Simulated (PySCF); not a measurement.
Give a PBE0-D3(BJ)/def2-SVP geometry of `CSc1[c]ccs1` [radical]. (Doublet state.)

```
atom  x, y, z in Å
C1    -2.5366   -0.3052   -0.0116
S2    -1.5721    0.5161    1.2872
C3     0.0446    0.3468    0.6454
C4     0.7978    1.2117   -0.0813
C5     2.0976    0.8104   -0.4450
C6     2.3434   -0.4517    0.0448
S7     1.0123   -1.0898    0.9215
H8    -2.2468   -1.3606   -0.1104
H9    -3.5887   -0.2482    0.3027
H10   -2.4161    0.2121   -0.9732
H11    2.8115    1.3968   -1.0235
H12    3.2555   -1.0396   -0.0647
```

Any rigid rotation of these coordinates is as good. Atoms count from 1 in this order. C3 (carbon bonded to C and 2 S) is planar (angles 130.4°, 122.1° and 107.5°, sum 360.0°, 0.01 Å off the plane of its three neighbours). C6 (carbon bonded to C, S and H) is planar (angles 127.4°, 120.0° and 112.6°, sum 360.0°, 0.00 Å off the plane of its three neighbours). The 5-membered ring C3–C4–C5–C6–S7 has internal angles of 92.5° to 118.0°; it is planar, 0.00 Å rms from its mean plane, widest ring torsion 0°. The 3 C–C bonds span 1.358 Å (C3–C4, aromatic) to 1.408 Å (C4–C5, aromatic), a spread of 0.050 Å.

Bonds between heavy atoms (Å): C1–S2 1.814, S2–C3 1.748, C3–C4 1.358, C4–C5 1.408, C5–C6 1.376, C6–S7 1.717, C3–S7 1.754.

Computed with PBE0-D3(BJ)/def2-SVP geometry optimisation, gas phase in PySCF.

Point group: C1 (no symmetry element, even within 0.4 Å). No PBE0-D3(BJ)/def2-SVP frequencies stand behind this structure, so it isn't proved a minimum. ⟨S²⟩ = 0.762 (exact for a doublet: 0.75). Torsions: C1–S2–C3–C4 96°.

The run took 68 s wall on one thread of an x86-64 server, on a shared host. This is the geometry optimisation.

One conformer stands for the species.
